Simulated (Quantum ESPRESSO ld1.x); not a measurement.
Results of a calculation; reference values are marked as such.
Problem. Coherent X-ray form factor from a spherical all-electron density. Level of theory: Dirac Kohn-Sham, PBE, spin-unpolarised, spherical densities, point nucleus (ld1.x of Quantum ESPRESSO 7.5).

sin(theta)/lambda (1/angstrom)  f0 (electrons)
0.05                                    80.760
0.1                                     77.635
0.15                                    73.666
0.2                                     69.521
0.25                                    65.485
0.3                                     61.665
0.4                                     54.795
0.5                                     48.967
0.6                                     44.067
0.8                                     36.298
1                                       30.231
1.25                                    24.307
1.5                                     20.061
2                                       15.331

The species is in the configuration that NIST lists as its ground one. Which atom or ion scatters so?

Solution. Neutral lead, [Hg] 6p2. Extrapolating in s^2 from the first two rows gives f0(0) = 81.8, near the electron count 82; among species with that count, the fall with angle is slower the higher Z, and the table is that of Z = 82; from so few rows the species is fixed only to a neighbour or two.
